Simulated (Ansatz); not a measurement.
C₆H₈, triplet (typed; the unrestricted solution is spin-contaminated), geometry from GFN2-xTB (a higher spin typed on purpose: for a closed-shell molecule this is an excited state); MP2/STO-3G (Ansatz, a first-principles code).

Ansatz was given this input:
Ansatz 0.2 input:
```yaml
crystal:
  periodic: [false, false, false]
  atoms:
    - {symbol: C, position_ang: [0.29204972, -1.33373480, 0.37611126]}
    - {symbol: C, position_ang: [1.38596674, -0.46486984, 0.08158482]}
    - {symbol: C, position_ang: [1.16947575, 0.83789033, -0.27190093]}
    - {symbol: C, position_ang: [-0.15697248, 1.35345216, -0.38617111]}
    - {symbol: C, position_ang: [-1.29335822, 0.41863186, -0.41164593]}
    - {symbol: C, position_ang: [-1.04697997, -0.76025336, 0.58594219]}
    - {symbol: H, position_ang: [0.42643304, -2.40151465, 0.33826598]}
    - {symbol: H, position_ang: [2.38896484, -0.86311532, 0.11710703]}
    - {symbol: H, position_ang: [2.00163683, 1.50401583, -0.44409629]}
    - {symbol: H, position_ang: [-0.32770576, 2.41592597, -0.34561868]}
    - {symbol: H, position_ang: [-1.39716864, -0.04195927, -1.40249004]}
    - {symbol: H, position_ang: [-2.23303014, 0.92384547, -0.17885317]}
    - {symbol: H, position_ang: [-1.82763550, -1.51658489, 0.48127050]}
    - {symbol: H, position_ang: [-1.13258388, -0.32731124, 1.59089290]}
basis:
  gaussian:
    orbitals: STO-3G
magnetization: {spin_polarized: true, initial_magnetization: 2}
correlation: {method: mp2}
```

Q: What does Ansatz print? Leave out banner, timings and long lists.

A: 
```
Functional definition: HF
537 factors; integrals over basis functions are off by at most 4.6e-5 eV
mean field evaluation 1: about -6228.5417 eV, gradient 1.3e1 eV
mean field evaluation 2: about -6228.8838 eV, gradient 1.3e1 eV
mean field evaluation 4: about -6230.8958 eV, gradient 2.0e0 eV
mean field evaluation 8: about -6231.0002 eV, gradient 7.6e-5 eV
mean field evaluation 16: about -6230.9969 eV, gradient 1.0e-3 eV
mean field evaluation 32: about -6231.1420 eV, gradient 1.3e-6 eV
mean field -6231.14195715 eV, -228.9902433054 hartree, gradient 1.6e-6 eV, S^2 2.227947; 2 other end points of the search recorded, 0 dependent functions left out
6 core orbitals not correlated
reference -6231.14195715 eV, -228.9902433054 hartree; 17, 15 occupied and 15, 17 virtual orbitals, 537 factors
second order -7.23187539 eV of doubles, -0.00000000 eV of singles
Total energy: -6238.37383254 eV, -229.2560098241 hartree
```
